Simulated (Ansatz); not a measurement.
Conformers and stereoisomers of C2HFI2 (`FC(I)=CI`), each relaxed with PBE0-D4/def2-TZVP in Ansatz. CBS adds the triple-zeta coupled-cluster correction to the MP2 limit.

Elements past krypton have def2 core potentials. Outer-core shells of I are correlated without core-valence functions. Spin–orbit coupling is left out.

Not all of them had a frequency check.

Conformer A:

Z-matrix (Å, degrees):
```
C
I 1 2.066
C 1 1.324 2 127.7
F 1 1.331 2 112.7 3 180.0
I 3 2.052 1 125.7 2 0.0
H 3 1.083 1 118.8 2 180.0
```

Conformer B:

Cartesian coordinates in Å:
```
F 1.000 -0.450 1.338
C 0.318 -0.502 0.209
I 0.425 -2.348 -0.732
C -0.367 0.518 -0.278
I -0.465 2.350 0.669
H -0.911 0.432 -1.205
```

(1) Which is lowest in electronic energy at CCSD(T)/CBS (frozen core, def2 sets), and by how much? (An estimate is asked.)

(2) Give the energies relative to B (kJ/mol) with ωB97M-V/def2-TZVPP, PBE0/def2-TZVPP, B3LYP/def2-TZVPP, MP2/def2-TZVPP, SCS-MP2/def2-TZVPP, HF/CBS(def2), MP2/CBS(def2). (Best estimate.)

Answers

(1) The calculation gave: B; A lies 4.3 kJ/mol higher.

(2) The calculation gave: 
```json
{"level": "ωB97M-V/def2-TZVPP", "A": "5.5"}
{"level": "PBE0/def2-TZVPP", "A": "7.8"}
{"level": "B3LYP/def2-TZVPP", "A": "10.0"}
{"level": "MP2/def2-TZVPP", "A": "5.1"}
{"level": "SCS-MP2/def2-TZVPP", "A": "6.1"}
{"level": "HF/CBS(def2)", "A": "12.1"}
{"level": "MP2/CBS(def2)", "A": "2.8"}
```

B3LYP here is the variant with VWN-RPA as its local correlation; programs differ in this.
